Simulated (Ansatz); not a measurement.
The cluster Sn4Ge⁻. Charge -1, multiplicity 2. Geometry r2SCAN-D4/def2-SVPD.

| atom | x (Å) | y (Å) | z (Å) |
| --- | --- | --- | --- |
| Ge1 | -0.028 | -1.425 | -0.366 |
| Sn2 | 0.111 | -0.747 | 2.176 |
| Sn3 | -1.573 | 0.898 | 0.312 |
| Sn4 | 1.608 | 0.878 | 0.143 |
| Sn5 | -0.118 | 0.396 | -2.266 |

In the def2 sets Sn takes a core potential; there is no spin–orbit coupling. The structure comes from a short search, and lower isomers may exist.

Problem. Estimate the α-spin orbital energies around the gap (eV) in Ansatz with PBE-D4/def2-SVPD, PBE-D4/def2-TZVPD, r2SCANh-D4/def2-TZVPD, PBE0-D4/def2-SVPD, PBE0-D4/def2-TZVPD.

Solution. 
| orbital | PBE-D4/def2-SVPD | PBE-D4/def2-TZVPD | r2SCANh-D4/def2-TZVPD | PBE0-D4/def2-SVPD | PBE0-D4/def2-TZVPD |
| --- | --- | --- | --- | --- | --- |
| HOMO−9 | -7.02 | -7.02 | -7.92 | -8.42 | -8.41 |
| HOMO−8 | -6.25 | -6.26 | -7.15 | -7.58 | -7.59 |
| HOMO−7 | -6.22 | -6.24 | -7.10 | -7.50 | -7.51 |
| HOMO−6 | -4.62 | -4.66 | -5.29 | -5.63 | -5.66 |
| HOMO−5 | -1.85 | -1.86 | -2.41 | -2.65 | -2.66 |
| HOMO−4 | -1.30 | -1.33 | -1.80 | -2.06 | -2.08 |
| HOMO−3 | -1.18 | -1.22 | -1.66 | -1.91 | -1.93 |
| HOMO−2 | -1.07 | -1.10 | -1.54 | -1.77 | -1.80 |
| HOMO−1 | -0.92 | -0.95 | -1.51 | -1.64 | -1.67 |
| HOMO | -0.88 | -0.91 | -1.40 | -1.62 | -1.65 |
| LUMO | 1.36 | 1.31 | 1.53 | 1.87 | 1.81 |
| LUMO+1 | 1.50 | 1.44 | 1.67 | 2.00 | 1.95 |
| LUMO+2 | 1.93 | 1.80 | 2.19 | 2.45 | 2.29 |
| LUMO+3 | 2.24 | 2.08 | 2.53 | 2.77 | 2.56 |
| LUMO+4 | 2.56 | 2.33 | 2.84 | 3.09 | 2.76 |
| LUMO+5 | 2.58 | 2.42 | 2.84 | 3.14 | 2.86 |
| β HOMO | -0.86 | -0.90 | -1.35 | -1.59 | -1.61 |
| β LUMO | -0.30 | -0.33 | 0.04 | 0.34 | 0.32 |
